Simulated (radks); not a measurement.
Values are calculated unless marked as measured or tabulated.
Effect of the nuclear size on the bismuth ion Bi+, [Hg] 6p2. Code: a radial shooting solver on a logarithmic mesh with Libxc functionals. Model: Dirac Kohn-Sham, relativistic LDA (MacDonald-Vosko exchange, VWN5 correlation), spin-unpolarised, spherical densities, finite nucleus; open shells fill j = l - 1/2 first; Fermi nuclear charge, rms radius 5.5211 fm. The rms radius is varied about that value; shifts are against it.

| rms radius (fm) | total energy shift (eV) | density at nucleus (e/bohr^3) | 1s1/2 shift (meV) | 2s1/2 shift (meV) | 5s1/2 shift (meV) | 5p1/2 shift (meV) | 6s1/2 shift (meV) | 6p1/2 shift (meV) | 7s1/2 (empty) shift (meV) |
|---|---|---|---|---|---|---|---|---|---|
| 4.9414 | -28.3 | 3.07e+06 | -11200 | -1720 | -21.4 | 0.400 | -2.47 | 0.335 | -0.364 |
| 5.0463 | -23.3 | 3.041e+06 | -9210 | -1410 | -17.6 | 0.329 | -2.03 | 0.276 | -0.300 |
| 5.5211 | 0 | 2.922e+06 | 0.000 | 0.000 | 0.000 | 0.000 | 0.000 | 0.000 | 0.000 |
| 5.8027 | 14.4 | 2.858e+06 | 5680 | 872 | 10.9 | -0.201 | 1.25 | -0.170 | 0.185 |
| 6.4321 | 48.0 | 2.729e+06 | 18900 | 2900 | 36.2 | -0.667 | 4.17 | -0.567 | 0.615 |

Slopes of the eigenvalues against <r^2> in GHz/fm^2, as finite differences over the two radii next to the reference (eigenvalue slopes, not the field-shift constants of lines): 1s1/2 439000, 2s1/2 67400, 5s1/2 839, 5p1/2 -15.6, 6s1/2 96.8, 6p1/2 -13.2, 7s1/2 (empty) 14.3.
